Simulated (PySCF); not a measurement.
BClH₃N, SMILES NBCl.

Coordinates come from a PBE0-D3(BJ)/def2-TZVP optimisation. The values are those of a single conformer.

Method: TDA-LC-ωPBE/def2-SVPD (PySCF).

Vertical excitations. Gas-phase values at a fixed geometry. State labels are in the subgroup Cs.

```
state  symmetry  energy (eV)  λ (nm)      f                                                                    main pairs
-----  --------  -----------  ------  -----  ----------------------------------------------------------------------------
S1           A"         7.49     166  0.003                                                            HOMO−1→LUMO+1 95 %
S2           A'         8.15     152  0.223                                                              HOMO→LUMO+1 88 %
S3           A"         8.23     151  0.014                                                                HOMO→LUMO 76 %
S4           A'         8.93     139  0.077                                          HOMO−1→LUMO 65 %, HOMO−1→LUMO+2 14 %
S5           A"         9.12     136  0.001                                                            HOMO−3→LUMO+1 87 %
S6           A"         9.35     133  0.072                            HOMO→LUMO+2 51 %, HOMO→LUMO+7 9 %, HOMO−2→LUMO 9 %
S7           A"         9.46     131  0.014                                            HOMO→LUMO+3 49 %, HOMO→LUMO+5 26 %
S8           A'         9.62     129  0.083  HOMO−1→LUMO+3 28 %, HOMO−1→LUMO+2 21 %, HOMO−1→LUMO+5 15 %, HOMO−1→LUMO 13 %
S9           A'         9.80     127  0.198                                                            HOMO−2→LUMO+1 82 %
S10          A'        10.06     123  0.065                                        HOMO−1→LUMO+3 47 %, HOMO−1→LUMO+2 36 %
T1           A'         6.38     194      0                                                              HOMO→LUMO+1 84 %
T2           A"         7.00     177      0                                                            HOMO−1→LUMO+1 85 %
T3           A"         7.90     157      0                                              HOMO→LUMO 67 %, HOMO→LUMO+2 10 %
T4           A'         8.15     152      0                                                            HOMO−2→LUMO+1 83 %
```
Triplets are in the Tamm–Dancoff approximation.
